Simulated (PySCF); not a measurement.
Species: C6H10O2.
Z-matrix (Å and degrees, PBE0-D3(BJ)/def2-SVP geometry), rows numbered from 1:
```
C 
C   1  1.4927
C   2  1.3385  1  128.11
C   3  1.4932  2  126.52  1    -0.64
O   4  1.4329  3  111.56  2   117.04
C   5  1.3397  4  116.68  3    82.62
C   6  1.5007  5  110.94  4  -179.45
O   6  1.2033  5  123.54  4     0.61
H   1  1.0984  2  113.36  3    -0.41
H   1  1.1027  2  110.47  3  -121.57
H   1  1.1027  2  110.76  3   120.90
H   2  1.0970  1  115.11  3  -179.78
H   3  1.0949  2  118.77  1  -179.87
H   4  1.1015  3  110.04  2  -122.58
H   4  1.0966  3  112.40  2    -0.66
H   7  1.0998  6  109.63  5    60.28
H   7  1.0995  6  109.98  5   -57.24
H   7  1.0954  6  109.66  5  -178.71
```

The closed-shell ground state was solved at several levels (PySCF, density fitting, gas phase, non-relativistic).

```csv
level,basis functions,HOMO (eV),LUMO (eV),gap (eV),dipole (D)
B3LYP/pcSseg-1,186,-7.15,-0.07,7.08,2.23
B3LYP/pcJ-1,316,-7.13,-0.06,7.07,2.22
PBE0/pcSseg-1,186,-7.38,0.16,7.54,2.25
```

Q: Estimate the row for B3LYP/def2-SVPD, a basis of 246 functions; the other rows only guide the guess.

A: HOMO -7.19 eV, LUMO -0.20 eV, gap 6.99 eV, dipole 2.28 D.

Q: Over all these levels, which gives the widest orbital gap and which the narrowest?

A: PBE0/pcSseg-1 (global hybrid, 25 % exact exchange) has the widest, 7.54 eV, and B3LYP/def2-SVPD (global hybrid, 20 % exact exchange) the narrowest, 6.99 eV. Functional and basis both differ between the two, so the spread mixes both effects.

Q: How much does the basis alone move the frontier levels among the 3 B3LYP rows (the withheld one included)?

A: The HOMO by 0.06 eV and the LUMO by 0.14 eV. By rising basis size (HOMO, LUMO in eV): pcSseg-1 -7.15, -0.07; def2-SVPD -7.19, -0.20; pcJ-1 -7.13, -0.06.

Q: How far do the dipole and the HOMO energy spread over the levels?

A: The dipole runs from 2.22 to 2.28 D (mean 2.25 D) and the HOMO from -7.38 to -7.13 eV.

One conformer stands for the species.
